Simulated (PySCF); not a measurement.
## SnI⁺, CCSD(T): how much the basis matters

PySCF, RHF reference; singlet, unpaired electrons none; De to Sn⁺ + I without counterpoise correction. Frozen cores follow the default of each basis and core potential.

```json
{"basis": "cc-pVDZ-PP", "relativity": "scalar-relativistic core potentials", "functions": "46", "Re (Å)": "2.638", "ωe (cm⁻¹)": "236", "De (eV)": "3.09", "frozen orbitals": "8"}
{"basis": "x2c-SVPall", "relativity": "spin-free X2C", "functions": "72", "Re (Å)": "2.635", "ωe (cm⁻¹)": "238", "De (eV)": "3.20", "frozen orbitals": "36"}
{"basis": "def2-TZVPPD", "relativity": "scalar-relativistic core potentials", "functions": "115", "Re (Å)": "2.594", "ωe (cm⁻¹)": "242", "De (eV)": "3.41", "frozen orbitals": "8"}
```

Problem. How does each smaller set differ from the one with most functions, def2-TZVPPD?

Solution. cc-pVDZ-PP: +4.4 pm, -2.5 % in ωe, -0.32 eV in De; x2c-SVPall: +4.1 pm, -1.7 % in ωe, -0.21 eV in De. All at CCSD(T); the set with most functions is neither the basis-set limit nor always the best. The rows treat relativity differently, so the differences are not basis effects alone.

Correlated steps freeze the inner cores (8 to 36 orbitals); shallow outer-core shells are correlated. Correlated levels converge slowly with the basis: in double zeta they bind strong bonds too weakly, by up to about 1 eV, and carry superposition errors of some tenths. Spin–orbit coupling is left out, which matters for elements this heavy, above all for dissociation energies. For an ion De counts to the pair picked by the measured ionisation energies or electron affinities, which need not be the lowest pair at this level. Where the molecule has an RHF reference, its open-shell atoms are computed with UHF.
